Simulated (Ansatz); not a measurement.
Total energies of (NMe2)3Si-S-SiH3 (C₆H₂₁N₃SSi₂) from Ansatz at PBE0-D4/def2-TZVP, gas phase (1 Eh = 27.2114 eV = 2625.5 kJ/mol). The reference geometry is relaxed at r2SCAN-D4/def2-SVP.

```xyz
33

Si   -0.1837    0.3598   -0.1849
N    -0.9683    0.4185    1.3576
C    -0.7048    1.3589    2.4239
C    -1.8378   -0.6746    1.7451
N    -1.2440   -0.1992   -1.4284
C    -2.2643    0.6567   -1.9952
C    -1.2848   -1.5596   -1.9160
N     1.2114   -0.6736   -0.1471
C     1.9335   -1.0283   -1.3529
C     1.7081   -1.3148    1.0515
S     0.4007    2.4004   -0.6962
Si    2.3928    2.3036    0.0968
H    -0.1155    0.9121    3.2530
H    -0.1551    2.2298    2.0401
H    -1.6535    1.7284    2.8600
H    -2.0737   -1.3063    0.8743
H    -1.3862   -1.3235    2.5254
H    -2.7958   -0.2933    2.1501
H    -3.2850    0.2878   -1.7650
H    -2.1746    0.7200   -3.0982
H    -2.1828    1.6804   -1.5977
H    -1.0779   -1.6168   -3.0047
H    -0.5405   -2.1792   -1.3952
H    -2.2806   -2.0208   -1.7499
H     1.5575   -0.4480   -2.2102
H     1.8279   -2.1051   -1.5982
H     3.0157   -0.8188   -1.2510
H     2.7728   -1.0655    1.2325
H     1.6346   -2.4200    0.9883
H     1.1301   -0.9852    1.9272
H     3.3190    1.4900   -0.7434
H     2.4144    1.7750    1.4948
H     2.8904    3.7110    0.1136
```

| state | geometry | energy (Eh) |
| --- | --- | --- |
| charge 0 singlet | reference | -1382.16926 |
| charge 1 doublet | reference | -1381.88665 |
| charge 1 doublet | relaxed at r2SCAN-D4/def2-SVP | -1381.90563 |
| free Si atom (triplet) | – | -289.24943 |
| free N atom (quartet) | – | -54.54382 |
| free C atom (triplet) | – | -37.80537 |
| free S atom (triplet) | – | -397.97371 |
| free H atom (doublet) | – | -0.50104 |

Single mean-field runs in def2-TZVP are fitted with def2-universal-jkfit.

Task: Work out the vertical ionisation energy to the doublet.

Result: E(charge 1 doublet) − E(charge 0 singlet) = -1381.88665 − (-1382.16926) = 0.28261 Eh = 7.69 eV. For comparison, −ε of the highest occupied level is 6.20 eV at this level, 1.49 eV less.

Task: How much does the charge 1 doublet relax, and what is the adiabatic ionisation energy?

Result: Relaxation: -1381.88665 − (-1381.90563) = 0.01898 Eh = 0.52 eV. Adiabatic ionisation energy: 0.26363 Eh = 7.17 eV, without zero-point energy. 

Task: What is the binding energy per atom against free atoms?

Result: Atoms: 2 × (-289.24943) + 3 × (-54.54382) + 6 × (-37.80537) + 1 × (-397.97371) + 21 × (-0.50104) = -1377.45809 Eh. Binding: -1377.45809 − (-1382.16926) = 4.71117 Eh = 128.20 eV, or 3.88 eV for each of 33 atoms (no zero-point energy, no counterpoise term).
